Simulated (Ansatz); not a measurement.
Two isomers of C2H6ClNOSi: A = `N[SiH](C=O)CCl`, B = `CC(=O)N[SiH2]Cl`.

Program: Ansatz. Geometries: PBE0-D4/def2-TZVP. ΔE: electronic, gas phase. CBS: MP2 limit from def2 TZ/QZ plus the TZ coupled-cluster correction, frozen cores. Functionals use def2-TZVPP. B3LYP here is the variant with VWN-RPA as its local correlation; programs differ in this. One conformer a species, not always the lowest.

Question: Which isomer does CCSD(T)/CBS put lower? Give the gap. (Estimate.)

Answer: The calculation gave: B, by 215.4 kJ/mol.

Question: Give E(B) − E(A) in kJ/mol with B3LYP-D4, PBE0-D4, ωB97M-V, B3LYP, MP2/def2-TZVPP, PBE-D4, CCSD/def2-TZVPP. (Estimate.)

Answer: Computed: B3LYP-D4 -217.5, PBE0-D4 -225.2, ωB97M-V -220.3, B3LYP -218.9, MP2/def2-TZVPP -225.5, PBE-D4 -217.4, CCSD/def2-TZVPP -217.9. None reverses the order clearly.

Largest T1 diagnostic: 0.013.

From PBE to PBE0 (25 % exact exchange), in def2-TZVPP and without D4, E(B) − E(A) moves by −7.9 kJ/mol. In def2-TZVPP, CCSD(T) changes the Hartree–Fock value by +18.2 kJ/mol (the triples alone add +1.0 kJ/mol) and MP2 by +9.6 kJ/mol.
